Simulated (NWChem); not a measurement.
GeSiH4OF2; SMILES F[SiH](F)[O][GeH3]

```xyz
9

Si     0.0021    -1.5162    -0.4280
F     -1.2806    -1.8655     0.4687
F      1.2727    -1.8773     0.4810
O      0.0111     0.0510    -0.8400
Ge     0.0038     1.6068     0.0912
H      0.0043    -2.3508    -1.6357
H     -1.2789     1.6536     0.9512
H      0.0085     2.7022    -0.9924
H      1.2762     1.6561     0.9660
```
Atoms are numbered in this order, from 1.

Level: B3LYP/6-31G* (spherical d) (NWChem), optimised geometry, unscaled harmonic frequencies. 

Question: List the harmonic frequencies with IR intensities, and the thermochemistry.

Answer: 
| frequency (cm⁻¹) | IR intensity (km/mol) |
|---|---|
| 37 | 1.7 |
| 59 | 0.4 |
| 83 | 3.7 |
| 307 | 11.7 |
| 307 | 12.7 |
| 427 | 44.4 |
| 501 | 25.6 |
| 633 | 33.9 |
| 644 | 39.4 |
| 837 | 323.3 |
| 857 | 5.0 |
| 858 | 63.1 |
| 864 | 45.3 |
| 864 | 29.2 |
| 917 | 118.6 |
| 990 | 233.1 |
| 1069 | 414.2 |
| 2129 | 51.1 |
| 2143 | 137.7 |
| 2158 | 123.5 |
| 2372 | 122.2 |

The zero-point energy comes out as 27.2 kcal/mol, the thermal correction to the enthalpy at 298.15 K (with zero-point energy) is 32.4 kcal/mol and the heat capacity Cv comes out as 23.8 cal/(mol K). The entropy at 298.15 K and 1 atm (symmetry number 1) comes out as 89.3 cal/(mol K) and the dipole moment comes out as 2.03 D.

Rigid rotor and harmonic oscillator; modes under 100 cm⁻¹ make the entropy uncertain.
